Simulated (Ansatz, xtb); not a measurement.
## Relative energy of two isomers of C2H6O3Si

Structure I is `CC(=O)O[SiH2]O`, a singlet and structure II is `O[SiH]1OCCO1`, a singlet. Both are isolated molecules in the gas phase, relaxed with PBE0-D3(BJ)/def2-SVP; the shapes shown needn't be the lowest conformers.

I (Å):

```xyz
12

C    -0.3831   -2.8329    0.4678
C    -1.2335   -1.9115   -0.3481
O    -2.2643   -1.4014    0.0312
O    -0.7477   -1.6888   -1.5706
O    -3.1994   -0.9642   -2.6534
Si   -1.6054   -0.5631   -2.5517
H     0.6200   -2.3971    0.5856
H    -0.8417   -3.0003    1.4481
H    -0.2583   -3.7863   -0.0660
H    -1.3532    0.7777   -1.9609
H    -1.0024   -0.7137   -3.8937
H    -3.6024   -1.0205   -1.7759
```

II (Å):

```xyz
12

C    -1.0553    0.6137   -0.7459
C    -0.8871    0.5713    0.7794
O     2.0654   -1.4659   -0.0640
O     0.0442   -0.0766   -1.3054
O     0.5009    0.5983    1.0464
Si    1.3521    0.0003   -0.2640
H     1.4919   -2.2188    0.1084
H     2.4471    0.9031   -0.6579
H    -1.0661    1.6593   -1.1064
H    -1.9956    0.1378   -1.0668
H    -1.3772    1.4285    1.2674
H    -1.3332   -0.3522    1.1952
```

Problem. Which of the two would you expect CCSD(T)/def2-SVP + ΔMP2/def2-TZVPP electronic energies to favour?

Solution. Structure II; the calculation gives E(II) − E(I) = −11.2 kcal/mol.

Level by level:

| level | geometry | E(II) − E(I) (kcal/mol) | departure from the last row (kcal/mol) | job, with rough time for the two |
| --- | --- | --- | --- | --- |
| GFN2-xTB | GFN2-xTB | −14.0 | −2.9 | optimisation, 0.54 s |
| HF/STO-3G | GFN2-xTB | −27.2 | −16.1 | single point, 0.72 s |
| r2SCAN-D4/def2-SVP | GFN2-xTB | −3.1 | +8.0 | single point, 4.7 s |
| PBE0-D3(BJ)/def2-SVP | PBE0-D3(BJ)/def2-SVP | −4.7 | +6.5 | optimisation, 2 min |
| HF/def2-SVP | PBE0-D3(BJ)/def2-SVP | −2.5 | +8.7 | part of the CCSD(T) run |
| MP2/def2-SVP | PBE0-D3(BJ)/def2-SVP | −2.2 | +9.0 | part of the CCSD(T) run |
| CCSD(T)/def2-SVP | PBE0-D3(BJ)/def2-SVP | −1.7 | +9.4 | single point |
| CCSD(T)/def2-SVP + ΔMP2/def2-TZVPP | PBE0-D3(BJ)/def2-SVP | −11.2 |  | single point, 74 s |

As drawn, II has 1 O–Si, 1 C–O, 1 C–H in place of 1 C=O, 1 Si–H. Structure I has no ring, II a 5-membered ring.

The levels shown agree on the order. The largest departure from CCSD(T)/def2-SVP + ΔMP2/def2-TZVPP is that of HF/STO-3G, 16.1 kcal/mol. The last row adds to CCSD(T) the change of the MP2 difference between the two basis sets, here −9.4 kcal/mol, a large step that makes the value less sure.

With thermal terms from frequencies at re-optimised GFN2-xTB minima (ideal gas, soft modes damped towards free rotors, one conformer each, 298.15 K, 1 atm): the zero-point term adds +3.6 kcal/mol; ΔH is −8.3 and ΔG −6.5 kcal/mol.

The correlated steps freeze 10 core orbitals. Run with Ansatz 0.2.0, xtb 6.7.1; the last row on 2 threads of Intel(R) Xeon(R) Processor @ 2.70GHz on a shared host.
